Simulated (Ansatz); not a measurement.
Consider the formal exchange of groups at the Al–N bond: `[NH2][Al]([NH2])[Br]` + `O=CCCBr` → `[NH2][Al]([Br])[Br]` + `NCCC=O`.

Isolated molecules relaxed with PBE0-D4/def2-TZVP in Ansatz; ΔE leaves out vibrations. CCSD(T)/CBS adds triple-zeta CCSD(T) − MP2 to the extrapolated MP2 energy (def2 sets, frozen cores). DFT in def2-TZVPP. B3LYP here is the variant with VWN-RPA as its local correlation; programs differ in this. For Br outer-core shells are correlated without core-valence functions, which leaves a few kJ/mol of doubt a bond. Scalar relativity is left out up to krypton. Each species was taken in one conformer, which may not be the lowest.

| level | ΔE (kJ/mol) |
| --- | --- |
| B3LYP-D4 | -48.7 |
| ωB97X-V | -54.2 |
| PBE0 | -58.7 |
| MP2/def2-TZVPP | -48.0 |
| SCS-MP2/def2-TZVPP | -48.0 |
| HF/def2-QZVPP | -64.2 |
| MP2/def2-QZVPP | -48.3 |
| MP2/CBS(def2) | -49.2 |

Q: What does CCSD(T)/CBS give? (Best estimate.)

A: Ansatz gave: -51.3 kJ/mol. The listed levels differ from it by 2.6, -2.9, -7.4, 3.3, 3.3, -12.9, 3.0, 2.1 kJ/mol.

Largest T1 diagnostic among the species: 0.012.

From PBE to PBE0 (25 % exact exchange), in def2-TZVPP and without D4, ΔE moves by −5.0 kJ/mol. In def2-TZVPP, CCSD(T) changes the Hartree–Fock value by +15.2 kJ/mol (the triples alone add +1.8 kJ/mol) and MP2 by +17.2 kJ/mol.
